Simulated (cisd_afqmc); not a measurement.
Input (AFQMC/CISD/def2-QZVPP; cisd_afqmc is a phaseless AFQMC code with CISD trial states that reads the integrals written by Ansatz): A basis named .json is the Basis Set Exchange file of that set.

Ansatz 0.2 input:
```python
import cisd_afqmc

open("ham.yaml", "w").write("""\
crystal:
  periodic: [false, false, false]
  atoms:
    - {symbol: Ru, position_ang: [0.00000000, 0.00000000, 0.00000000]}
basis:
  gaussian:
    orbitals: def2-QZVPP.json
magnetization: {spin_polarized: true, initial_magnetization: 4}
correlation: {method: ccsd, electrons: outside_noble_gas, hamiltonian_folder: ham}
scf: {lower_state_search: full}
""")
rep = cisd_afqmc.ansatz("ham.yaml")
e_ccsd = rep["correlation"]["coupled_cluster"]["energy"]["hartree"]
out = cisd_afqmc.run("ham", e_ccsd, trial="CISD", walkers=100, populations=8, threads=8, dt=0.005, steps=40, early=36, settle=10, least=32,
    cut=5e-5, rank_cut=2e-4, target=0.0004, seconds=1500, seed=1, memory=17280, gpu=False)
```

Output:

```
orbitals 84, occupied [6, 2], factors 444 of 603, rank of the doubles 364 of 632
E(HF) = -94.126139
E(CCSD) on the cut factors = -94.322680, shift to the whole factors -0.000000
Energy of the trial state on the determinant = -94.322636
  tau behind 10.8 of longer steps, mean of the populations' last blocks
   2.0  -94.33212
   4.0  -94.33079
   6.0  -94.33054
   8.0  -94.33064
blocks 263 (2 outliers left out), error by blocks joined: 1: 0.00015, 2: 0.00019, 4: 0.00022, 8: 0.00026, 16: 0.00028
E(AFQMC/CISD) = -94.33053 +/- 0.00028
```
